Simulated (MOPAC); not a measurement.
Input for MOPAC: AM1 on H2Se (SMILES [SeH2]).

```
AM1 1SCF PRECISE CHARGE=0 THREADS=1
H2Se

Se     0.18289968 1     0.15743121 1     3.55738942 1
H      0.39995312 1    -0.07242723 1     4.99614525 1
H      0.39339564 1    -1.26183548 1     3.24883068 1
```

Output:

```
*******************************************************************************
 **                                                                           **
 **                              MOPAC v23.2.5                                **
 **                                                                           **
 *******************************************************************************
 ** MOPAC's Digital Object Identifier: https://doi.org/10.5281/zenodo.6511958 **
 **                                                                           **
 ** Please cite the open-source release paper for use of this MOPAC version:  **
 ** J. E. Moussa and J. J. P. Stewart (2026)                                  **
 ** MOPAC: An open-source semiempirical molecular orbital program             **
 ** J. Open Source Softw., 11(119), 8025, https://doi.org/10.21105/joss.08025 **
 *******************************************************************************

                              AM1 CALCULATION RESULTS

 *******************************************************************************
 *  AM1        - The AM1 Hamiltonian to be used
 *
 *
 *
 *                 CHARGE ON SYSTEM = 0
 *
 *
 *
 *  PRECISE    - TIGHTER CRITERIA TO BE USED
 *  1SCF       - DO 1 SCF AND THEN STOP
 *  THREADS=1  - MULTI-THREADING NOT USED
 *  T=         - A TIME OF 172800.0 SECONDS REQUESTED
 *  DUMP=N     - RESTART FILE WRITTEN EVERY 7200.0 SECONDS REQUESTED
 *******************************************************************************
AM1 1SCF PRECISE CHARGE=0 THREADS=1
 H2Se

   ATOM   CHEMICAL          X               Y               Z
  NUMBER   SYMBOL      (ANGSTROMS)     (ANGSTROMS)     (ANGSTROMS)

     1      Se          0.18289968  *   0.15743121  *   3.55738942  *
     2       H          0.39995312  *  -0.07242723  *   4.99614525  *
     3       H          0.39339564  *  -1.26183548  *   3.24883068  *



          CARTESIAN COORDINATES

    NO.       ATOM           X           Y           Z

     1        Se          0.1829      0.1574      3.5574
     2         H          0.4000     -0.0724      4.9961
     3         H          0.3934     -1.2618      3.2488

  H: (AM1): M.J.S. DEWAR ET AL, J. AM. CHEM. SOC. 107 3902-3909 (1985)
 Se: (AM1): J. J. P. STEWART, J. MOL. MOD., 10, 155-164 (2004)

           Empirical Formula: H2 Se  =     3 atoms



      MOLECULAR POINT GROUP   :   C2v


      RHF CALCULATION, NO. OF DOUBLY OCCUPIED LEVELS = 4


 -------------------------------------------------------------------------------
 AM1 1SCF PRECISE CHARGE=0 THREADS=1
 H2Se



     1SCF WAS SPECIFIED, SO BFGS WAS NOT USED
     SCF FIELD WAS ACHIEVED


                              AM1 CALCULATION
                                                       MOPAC v23.2.5 Linux




          FINAL HEAT OF FORMATION =         27.18441 KCAL/MOL =     113.73956 KJ/MOL


          COSMO AREA              =         64.92 SQUARE ANGSTROMS
          COSMO VOLUME            =         47.80 CUBIC ANGSTROMS

          IONIZATION POTENTIAL    =          7.820749 EV
          HOMO LUMO ENERGIES (EV) =         -7.821  0.186
          NO. OF FILLED LEVELS    =          4
          MOLECULAR WEIGHT        =         80.9758         POINT GROUP:  C2v

          MOLECULAR DIMENSIONS (Angstroms)

            Atom       Atom       Distance
            H     3    H     2     2.11373
            H     3   Se     1     1.02222
            H     2   Se     1     0.00000


          SCF CALCULATIONS        =          1





   ATOM   CHEMICAL          X               Y               Z
  NUMBER   SYMBOL      (ANGSTROMS)     (ANGSTROMS)     (ANGSTROMS)

     1      Se          0.18289968  *   0.15743121  *   3.55738942  *
     2       H          0.39995312  *  -0.07242723  *   4.99614525  *
     3       H          0.39339564  *  -1.26183548  *   3.24883068  *

                             CARTESIAN COORDINATES

   1   Se        0.182899680     0.157431210     3.557389420
   2    H        0.399953120    -0.072427230     4.996145250
   3    H        0.393395640    -1.261835480     3.248830680


           Empirical Formula: H2 Se  =     3 atoms



      MOLECULAR POINT GROUP   :   C2v


                  EIGENVALUES
 -20.29604 -12.81481 -11.53873  -7.82075   0.18608   0.76446


              NET ATOMIC CHARGES AND DIPOLE CONTRIBUTIONS

  ATOM NO.   TYPE          CHARGE      No. of ELECS.   s-Pop       p-Pop
    1         Se           0.060055        5.9399     1.96032     3.97962
    2          H          -0.029316        1.0293     1.02932
    3          H          -0.030738        1.0307     1.03074
 DIPOLE           X         Y         Z       TOTAL
 POINT-CHG.    -0.062     0.242    -0.157     0.295
 HYBRID         0.217    -0.840     0.569     1.037
 SUM            0.155    -0.598     0.412     0.742


          ATOMIC ORBITAL ELECTRON POPULATIONS

     Atom    s        px        py        pz
    1 Se   1.96032   1.95519   1.01405   1.01039
    2  H   1.02932
    3  H   1.03074

 **********************
 *                    *
 * JOB ENDED NORMALLY *
 *                    *
 **********************




 == MOPAC DONE ==
```

The run finished.

Cost: around 0.010 core-seconds (rough).
